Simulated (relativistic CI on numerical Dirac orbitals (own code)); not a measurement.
# One change at a time: Dy56+

Base calculation: Dirac-Coulomb-Breit CI, orbitals from a KLI potential per configuration, QED by a radiative potential, unscaled Slater integrals.

Configuration list (outside the closed core 1s2): 2s²2p⁶, 2s²2p⁵3s, 2s²2p⁵3p, 2s²2p⁵3d, 2s2p⁶3s, 2s2p⁶3p, 2s2p⁶3d, 2s²2p⁵4s, 2s²2p⁵4p, 2s²2p⁵4d, 2s²2p⁵4f, 2s²2p⁴3s², 2s2p⁶4s, 2s2p⁶4p, 2s²2p⁴3s3p, 2s²2p⁵5s, 2s2p⁶4d, 2s2p⁶4f, 2s²2p⁵5p, 2s²2p⁵5d, 2s²2p⁴3s3d, 2s²2p⁵5f, 2s²2p⁵5g, 2s²2p⁴3p², 2s²2p⁴3p3d, 2s2p⁵3s², 2s²2p⁴3d², 2s2p⁵3s3p, 2s2p⁵3s3d, 2s2p⁵3p², 2s2p⁶5s, 2s2p⁶5p, 2s2p⁵3p3d, 2s2p⁶5d, 2s2p⁶5f, 2s2p⁶5g. Levels of other configurations are missing.

Variants: (1) QED terms removed; (2) configuration mixing switched off. Shifts of the energy above 2s²2p⁶ ¹S0, in eV, for the lowest level and the first level of each name with at least 55 % of one term (blank where a level changes its place among those of its configuration and J or its character, or is not in the variant):

```csv
Level,Base,Δ(1),Δ(2)
2s²2p⁶ ¹S0,0.00,0.00,0.00
2s²2p⁵3s ³P°2,6517.04,-1.94,-0.07
2s²2p⁵3s ¹P°1,6524.32,-1.95,+0.05
2s²2p⁵3p ³D3,6863.51,+1.05,-0.34
2s²2p⁵3p ¹P1,6863.68,+1.05,+0.15
2s²2p⁵3p ³P2,6874.55,+1.05,-0.41
2s²2p⁵3p ¹S0,6922.84,+1.05,+0.66
2s²2p⁵3d ³P°0,7001.38,+1.59,-0.37
2s²2p⁵3d ³P°1,7009.82,+1.58,-0.56
2s²2p⁵3d ³F°4,7059.55,+1.44,-0.85
2s²2p⁵3d ³D°3,7074.30,+1.44,-0.86
2s²2p⁵3d ¹P°1,7100.45,+1.44,-0.07
2s²2p⁵3s ³P°0,7339.30,-2.98,+0.28
2s²2p⁵3s ³P°1,7342.60,-2.99,-0.17
2s²2p⁵3p ³D1,7461.72,+0.29,-0.10
2s²2p⁵3p ³P0,7502.70,+0.31,+0.78
2s2p⁶3s ³S1,7754.16,+8.46,-6.20
2s2p⁶3s ¹S0,7776.74,+9.09,+0.06
2s²2p⁵3d ³F°2,7833.43,+0.52,-0.87
2s2p⁶3p ³P°0,7875.83,+12.31,-1.23
2s2p⁶3p ³P°1,7882.46,+10.78,-6.23
2s2p⁶3p ³P°2,8099.09,+12.01,-1.04
```

At this charge energies of transitions that change n are usually good to better than 1 %, and those within a shell (Δn = 0) to a few per cent.

Ionisation energy from the two ground configurations alone: base 12079.5 eV. The NIST ASD value (theoretical) is 12081 eV.

LS names give the leading component of a level, which can be under half, so a name can repeat, a term be missing and a line seem to break the LS rules.
